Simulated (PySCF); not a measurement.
Vibration and rotation of NiBr

PBE0 constants of NiBr, ²Δ (doublet), unpaired electrons δ ↑ (PySCF, no relativity, basis sets Ni def2-TZVPP, Br def2-TZVPP; masses 57.9353 and 78.9183 u):

```
ωe              : 316.8 cm⁻¹
ωexe            : 0.992 cm⁻¹
Be              : 0.10351 cm⁻¹
αe              : 0.000463 cm⁻¹
D (centrifugal) : 4.42e-08 cm⁻¹
```

(1) Give the vibrational terms G(v) and spacings up to v = 6.

De is left out where the level can put another filling of the metal’s s and d shells below the measured ground configuration, by anything from nothing to about 1 eV. Spin–orbit coupling is left out. The state is the lowest single determinant that the PBE0 search found; with open d or f shells the true ground state can be another one.

## Answers

(1) G(v) = ωe(v+½) − ωexe(v+½)².

```tsv
v	G(v) (cm⁻¹)	G(v) − G(v−1)	Bv (cm⁻¹)
0	158.2		0.1033
1	473.0	314.8	0.1028
2	785.8	312.8	0.1024
3	1096.6	310.8	0.1019
4	1405.5	308.9	0.1014
5	1712.4	306.9	0.1010
6	2017.3	304.9	0.1005
```
